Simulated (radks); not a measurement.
Neutral krypton inside a hard spherical wall (all orbitals vanish at R), configuration held at [Kr] and not refilled when levels cross. Method: non-relativistic Kohn-Sham, PBE, spin-polarised, spherical densities, point nucleus; computed with a radial shooting solver on a logarithmic mesh with Libxc functionals. Eigenvalues in eV for spin up, with the zero of energy where the potential of the charges vanishes at infinity; a dash marks a level that is unbound or too diffuse for the functional's potential to be trusted. A positive occupied level is held by the wall or, in an anion where self-interaction has pushed it up, behind a barrier. The pressure on the wall is -dE/dV.

[
 {"R (bohr)": "free", "E (hartree)": "-2753.41611", "kinetic (hartree)": "2751.843", "e(3p)": "-193.11", "e(3d)": "-83.348", "e(4s)": "-22.168", "e(4p)": "-9.283", "e(5s, empty)": "-", "e(5p, empty)": "-", "pressure (GPa)": "0"},
 {"R (bohr)": "15", "E (hartree)": "-2753.41611", "kinetic (hartree)": "2751.843", "e(3p)": "-193.11", "e(3d)": "-83.348", "e(4s)": "-22.168", "e(4p)": "-9.283", "e(5s, empty)": "-", "e(5p, empty)": "-", "pressure (GPa)": "< 0.0001"},
 {"R (bohr)": "10", "E (hartree)": "-2753.41610", "kinetic (hartree)": "2751.844", "e(3p)": "-193.11", "e(3d)": "-83.347", "e(4s)": "-22.167", "e(4p)": "-9.282", "e(5s, empty)": "0.021", "e(5p, empty)": "1.740", "pressure (GPa)": "0.000376"},
 {"R (bohr)": "7", "E (hartree)": "-2753.41471", "kinetic (hartree)": "2751.858", "e(3p)": "-193.02", "e(3d)": "-83.258", "e(4s)": "-22.095", "e(4p)": "-9.212", "e(5s, empty)": "1.749", "e(5p, empty)": "4.798", "pressure (GPa)": "0.110"},
 {"R (bohr)": "6", "E (hartree)": "-2753.40884", "kinetic (hartree)": "2751.907", "e(3p)": "-192.76", "e(3d)": "-83.004", "e(4s)": "-21.896", "e(4p)": "-9.012", "e(5s, empty)": "3.705", "e(5p, empty)": "7.773", "pressure (GPa)": "0.781"},
 {"R (bohr)": "5", "E (hartree)": "-2753.37780", "kinetic (hartree)": "2752.122", "e(3p)": "-191.85", "e(3d)": "-82.100", "e(4s)": "-21.214", "e(4p)": "-8.299", "e(5s, empty)": "8.130", "e(5p, empty)": "13.885", "pressure (GPa)": "6.02"},
 {"R (bohr)": "4", "E (hartree)": "-2753.20381", "kinetic (hartree)": "2753.109", "e(3p)": "-188.70", "e(3d)": "-78.962", "e(4s)": "-18.915", "e(4p)": "-5.746", "e(5s, empty)": "19.677", "e(5p, empty)": "28.270", "pressure (GPa)": "54.6"}
]
